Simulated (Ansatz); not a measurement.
`[OH][SbH][OH]` + SiH₄ → `[OH][SbH][SiH3]` + H₂O at 500 K and 1 bar (formal exchange of groups at the Sb–O bond).

Gas-phase electronic energies from Ansatz, PBE0-D4/def2-TZVP geometries. CCSD(T)/CBS is the MP2 limit (def2-TZVPP, def2-QZVPP) plus CCSD(T) − MP2 in def2-TZVPP, frozen cores. This one scheme is used for every species. Elements past krypton have def2 core potentials. For Sb outer-core shells are correlated without core-valence functions, which leaves a few kJ/mol of doubt a bond. Each species was taken in one conformer, which may not be the lowest.

```
          species  CCSD(T)/CBS energy (Eh)  H − E (kJ/mol)  S (J/(mol·K))
  `[OH][SbH][OH]`               -392.18842           121.8          348.9
             SiH₄               -291.46306           102.4          230.9
`[OH][SbH][SiH3]`               -607.27229           159.0          398.0
              H₂O                -76.37941            73.2          206.3
```

H − E and S are ideal-gas, rigid-rotor, harmonic terms from PBE0-D4/def2-TZVP, for one conformer and one mirror image of each species. 1 Eh = 2625.50 kJ/mol, R = 8.31446 J/(mol·K).

Task: By hand: ΔE, ΔH, ΔS and ΔG.

Result: ΔE = (-607.27229) + (-76.37941) − (-392.18842) − (-291.46306) = -0.00022 Eh = -0.6 kJ/mol. Δ(H − E) = 159.0 + 73.2 − 121.8 − 102.4 = 8.0, so ΔH = 7.4 kJ/mol. ΔS = 398.0 + 206.3 − 348.9 − 230.9 = 24.5 J/(mol·K). ΔG = 7.4 − 500 × (24.5)/1000 = -4.8 kJ/mol.

Task: By hand: the equilibrium constant, and the temperature at which ΔG would vanish if ΔH and ΔS stayed fixed.

Result: log₁₀ K = −ΔG/(RT ln 10) = 0.5. ΔG = 0 at ΔH/ΔS = 302 K, though so small a ΔH makes that figure unsure.

TΔS isn't small against ΔH here. The sign of ΔG lies within the doubt. A doubt of 5 kJ/mol in ΔE shifts log₁₀ K by 0.5 here. Other conformers and mirror images would add mixing entropy, several J/(mol·K) or more a flexible species. These are equilibria of isolated gas molecules and say nothing of rates. Largest T1 diagnostic: 0.015 (customary marks: 0.02 for closed shells, 0.045 for open ones).
